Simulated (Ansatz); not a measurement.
Reaction (hydrogenolysis of the Si–Cl bond): `Cl[SiH]1C[Te]1` + H₂ → `C1[SiH2][Te]1` + HCl

Calculated with Ansatz (gas phase, PBE0-D4/def2-TZVP geometries, no zero-point term in ΔE). CCSD(T)/CBS adds triple-zeta CCSD(T) − MP2 to the extrapolated MP2 energy (def2 sets, frozen cores). This one scheme is used for every species. Functionals use def2-TZVPP. HSE06 is defined as in plane-wave codes. Elements past krypton have def2 core potentials. For Te outer-core shells are correlated without core-valence functions, which leaves a few kJ/mol of doubt a bond.

| level | ΔE (kJ/mol) | difference from CCSD(T)/CBS |
| --- | --- | --- |
| PBE-D4 | 77.6 | 2.4 |
| revPBE-D4 | 80.9 | 5.7 |
| r2SCANh-D4 | 79.5 | 4.3 |
| r2SCAN0-D4 | 77.4 | 2.2 |
| HSE06-D4 | 74.7 | -0.5 |
| CAM-B3LYP-D4 | 70.4 | -4.8 |
| B2PLYP | 72.0 | -3.2 |
| BLYP | 68.0 | -7.2 |
| r2SCANh | 78.1 | 2.9 |
| r2SCAN0 | 75.9 | 0.7 |
| BHLYP | 65.0 | -10.2 |
| MP2/def2-SVP | 66.3 | -8.9 |
| CCSD(T)/def2-SVP | 56.9 | -18.3 |
| MP2/def2-TZVPP | 80.6 | 5.4 |
| MP2/def2-QZVPP | 84.2 | 9.0 |
| HF/CBS(def2) | 57.5 | -17.7 |
| CCSD(T)/CBS | 75.2 | 0 |

Largest T1 diagnostic among the species: 0.011.

From r2SCAN to r2SCAN0 (25 % exact exchange), in def2-TZVPP and without D4, ΔE moves by −3.7 kJ/mol. At CCSD(T), def2-SVP lies −18.3 kJ/mol from the extrapolated value and def2-TZVPP −6.0 kJ/mol. In def2-TZVPP, CCSD(T) changes the Hartree–Fock value by +12.0 kJ/mol (the triples alone add +4.5 kJ/mol) and MP2 by +23.4 kJ/mol.
